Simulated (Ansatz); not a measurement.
`FC(F)(F)CO[SiH3]`. Charge 0, multiplicity 1.

Z-matrix (Å, degrees):
```
C
F 1 1.333
F 1 1.333 2 107.7
F 1 1.341 2 107.8 3 -116.1
C 1 1.514 2 112.0 3 123.6
O 5 1.392 1 109.1 2 -60.6
H 5 1.097 1 107.1 2 61.2
H 5 1.097 1 107.1 2 177.6
Si 6 1.650 5 123.5 1 -179.4
H 9 1.478 6 106.0 5 179.8
H 9 1.488 6 110.1 5 59.5
H 9 1.488 6 110.2 5 -60.0
```

Q: What are the harmonic wavenumbers in cm⁻¹ at PBE0-D4/def2-TZVP (Ansatz, finite differences of forces, unscaled)? (An estimate is asked.)

A: The calculation gave: 16, 83, 119, 143, 226, 355, 371, 537, 547, 657, 713, 726, 850, 870, 939, 954, 974, 982, 1191, 1203, 1208, 1311, 1327, 1453, 1489, 2217, 2219, 2275, 3028, 3077.

Q: Is this a minimum?

A: Yes, all 30 modes are real.

Q: Give the ideal-gas thermochemistry at 298.15 K and 1 bar (rigid rotor, harmonic oscillator; point group Cs, symmetry number 1).

A: Zero-point energy 191.8 kJ/mol; H(298) − E = 215.7 kJ/mol; entropy 389.2 J/(mol·K), of which translation 169.6, rotation 119.3, vibration 100.3; G(298) − E = 99.7 kJ/mol. Modes under 100 cm⁻¹ are hindered rotations or soft bends, so the harmonic entropy is rough.
